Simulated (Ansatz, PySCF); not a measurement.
Here is a job for Ansatz (a first-principles code).
Ansatz 0.2 input:
```yaml
crystal:
  periodic: [false, false, false]
  atoms:
    - {symbol: O, position_ang: [0.07101639, -0.66456001, 0.19109071]}
    - {symbol: C, position_ang: [-0.06692834, 0.67303357, -0.09082657]}
    - {symbol: C, position_ang: [1.35818535, -1.19034893, 0.02589577]}
    - {symbol: C, position_ang: [-1.44549983, 1.21108447, -0.04695723]}
    - {symbol: H, position_ang: [0.68863969, 1.12953665, -0.71319426]}
    - {symbol: H, position_ang: [1.29299347, -2.25508650, 0.24458366]}
    - {symbol: H, position_ang: [1.71840718, -1.04941663, -1.00022698]}
    - {symbol: H, position_ang: [2.07110162, -0.72074430, 0.71400912]}
    - {symbol: H, position_ang: [-1.97038421, 1.09659057, -1.00448575]}
    - {symbol: H, position_ang: [-2.01653063, 0.67958044, 0.71033681]}
    - {symbol: H, position_ang: [-1.42690127, 2.27340509, 0.19157975]}
basis:
  gaussian:
    orbitals: def2-SVP
hamiltonian:
  xc: pbe
magnetization: {spin_polarized: true, initial_magnetization: 1}
accuracy: high
```

Problem. Convert this to an input for PySCF.

Solution. One answer among several that fit: 
```python
from pyscf import gto, scf, dft

mol = gto.M(
    atom='''
O     0.07101639   -0.66456001    0.19109071
C    -0.06692834    0.67303357   -0.09082657
C     1.35818535   -1.19034893    0.02589577
C    -1.44549983    1.21108447   -0.04695723
H     0.68863969    1.12953665   -0.71319426
H     1.29299347   -2.25508650    0.24458366
H     1.71840718   -1.04941663   -1.00022698
H     2.07110162   -0.72074430    0.71400912
H    -1.97038421    1.09659057   -1.00448575
H    -2.01653063    0.67958044    0.71033681
H    -1.42690127    2.27340509    0.19157975
''',
    basis='def2-svp',
    spin=1,
    verbose=4,
)

mf = dft.UKS(mol)
mf.xc = 'pbe'
mf.grids.atom_grid = (99, 590)
mf.grids.prune = None
mf.kernel()
```

Both were run: Ansatz gave -193.288101 Eh and PySCF -193.288101 Eh, 0.000 mEh apart.
